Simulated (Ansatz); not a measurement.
Si3N5⁻, relaxed as a singlet with RKS PBE0-D4/def2-SVPD in Ansatz, starting from the GFN2-xTB geometry. Force threshold 0.02 eV/Å.

The structure comes from a short search, and lower isomers may exist.

Start:

| atom | x (Å) | y (Å) | z (Å) |
| --- | --- | --- | --- |
| Si1 | -0.1903 | -3.5155 | 0.5639 |
| Si2 | 0.6067 | 0.5465 | -0.2744 |
| Si3 | -0.1310 | 3.6070 | -0.6391 |
| N4 | -0.7112 | -4.9902 | 0.6384 |
| N5 | 0.6499 | 2.1336 | -0.6955 |
| N6 | 0.4969 | -2.0218 | 0.6389 |
| N7 | 0.0422 | -0.7956 | 0.4255 |
| N8 | -0.7631 | 5.0359 | -0.6577 |

Estimate the energy that the relaxation releases and the steps that it takes.

182.2 kcal/mol, in 82 steps; 4.5 min on 4 threads of Arm Neoverse V1 on a shared host. The force fell under the threshold at step 77, but the optimiser went on. No frequencies were taken in this run, so the end may be a saddle point.

Does the start keep its bonding?

Bonds lost: Si1–N6, Si2–N7 (atoms count from 1). Bonds formed: Si1–Si3, Si1–N8, Si2–Si3, Si2–N4, Si3–N4 (atoms count from 1). The end holds 2 separate pieces.

Predict the relaxed structure.


| atom | x (Å) | y (Å) | z (Å) |
| --- | --- | --- | --- |
| Si1 | -2.035 | -0.558 | -0.204 |
| Si2 | 1.248 | -0.728 | -1.560 |
| Si3 | -0.256 | 0.901 | -0.745 |
| N4 | -0.414 | -0.903 | -0.899 |
| N5 | 1.283 | 1.049 | -1.351 |
| N6 | 0.910 | -1.030 | 2.405 |
| N7 | 1.018 | 0.062 | 2.450 |
| N8 | -1.755 | 1.207 | -0.095 |
Bond lengths: 7 × N–Si 1.66 to 1.82 Å; 2 × Si–Si 2.36 Å; 1 × N–N 1.10 Å.
